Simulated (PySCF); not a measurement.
# Sc²⁺ (scandium, charge +2) across methods

[Ar] 4s1, 2S determinant (an excited configuration). All numbers are calculated (PySCF 2.14, no relativity, point nucleus, in def2-QZVPPD (11s6p5d3f2g, 93 functions)).

| method | E (hartree) | mean ε 3p α (eV) | mean ε 3p β (eV) | mean ε 4s α (eV) | Σ⟨r²⟩ (bohr²) | ⟨S²⟩ |
| --- | --- | --- | --- | --- | --- | --- |
| r2SCAN0 | -759.732 | -58.120 | -57.953 | -19.224 | 22.70 | 0.750 |
| PBE0 | -759.588 | -57.551 | -57.350 | -19.131 | 22.63 | 0.750 |
| LDA | -757.812 | -54.978 | -54.800 | -18.614 | 22.46 | 0.750 |
| revPBE | -759.665 | -54.951 | -54.757 | -18.335 | 22.62 | 0.750 |
| PBE | -759.537 | -54.968 | -54.759 | -18.399 | 22.57 | 0.750 |
| UHF | -758.97956 | -64.021 | -63.831 | -20.870 | 23.06 | 0.750 |
| r2SCAN | -759.728 | -55.845 | -55.678 | -18.495 | 22.70 | 0.750 |
| MN15 | -759.784 | -58.784 | -58.589 | -19.276 | 22.68 | 0.750 |

(1) Estimate the same row for LC-wPBE.

Answers

(1) E (hartree) = -759.602; mean ε 3p α (eV) = -60.396; mean ε 3p β (eV) = -60.227; mean ε 4s α (eV) = -21.307; Σ⟨r²⟩ (bohr²) = 22.63; ⟨S²⟩ = 0.750.
